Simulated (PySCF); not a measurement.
HLiO, SMILES [Li][OH]. The structure is a stationary point at r2SCAN-D4/def2-TZVPD. The isomer is the one that the SMILES or the coordinates give; other isomers of the formula were not compared.

Question: Give the equilibrium geometry at r2SCAN-D4/def2-TZVPD (PySCF confirms it by a frequency run) as bond lengths and angles, and its point group. (An estimate is asked for; the answer gives what the named calculation found.)

Answer: point group C∞v.
Atoms: Li1 O2 H3. Bonds (Å): Li1–O2 1.588, O2–H3 0.951. Bond angles (°): Li1–O2–H3 180.0.
